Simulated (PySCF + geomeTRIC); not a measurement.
Species: [Ta(OH)2(CH3)3] (charge 0, multiplicity 1).

Question: Give a relaxed geometry from TPSS-D3(BJ)/def2-SVP run with PySCF + geomeTRIC.

Answer: One answer among several that fit: the end point of this relaxation, one of several conformers.
Z-matrix (Å, degrees):
```
Ta
O 1 1.9007
H 2 0.9681 1 144.48
O 1 1.9157 2 113.11 3 -1.37
H 4 0.9715 1 142.27 2 179.35
C 1 2.2067 2 115.91 3 -98.49
H 6 1.1045 1 113.84 2 -52.57
H 6 1.1081 7 108.69 1 -123.11
H 6 1.1100 7 107.35 8 -116.27
C 1 2.2075 2 115.97 3 95.59
H 10 1.1045 1 113.88 2 52.51
H 10 1.1081 11 108.70 1 123.23
H 10 1.1100 11 107.32 12 116.22
C 1 2.2122 2 98.92 3 178.50
H 14 1.1057 1 114.80 2 179.82
H 14 1.1089 15 107.67 1 -122.09
H 14 1.1089 15 107.70 16 -115.91
```
